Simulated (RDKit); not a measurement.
Input for RDKit: UFF on F2HOSb (SMILES [OH][Sb]([F])[F]), a point of a torsion scan.

```python
from rdkit import Chem
from rdkit.Chem import AllChem, rdDetermineBonds

blocks = [
'''5

O     1.00461630   -0.62642138    0.08636682
Sb   -0.48285893    0.43914198    0.61553634
F    -1.07487033   -1.04117213    1.74987357
F    -1.55922714   -0.31378106   -0.85332941
H     1.80212860   -0.15166461   -0.14090683
''',
]
mol = None
for b in blocks:
    f = Chem.MolFromXYZBlock(b)
    rdDetermineBonds.DetermineBonds(f, charge=0)
    mol = f if mol is None else Chem.CombineMols(mol, f)
Chem.SanitizeMol(mol)
print(Chem.MolToSmiles(Chem.RemoveHs(mol)))
ff = AllChem.UFFGetMoleculeForceField(mol, vdwThresh=100.0, ignoreInterfragInteractions=False)
e = ff.CalcEnergy()
print(f'UFF energy {e:.6f} kcal/mol')
```

The log:

```
[OH][Sb]([F])[F]
UFF energy 7.096944 kcal/mol
```

The run finished.

Cost: about 0.020 core-seconds (a rough figure).
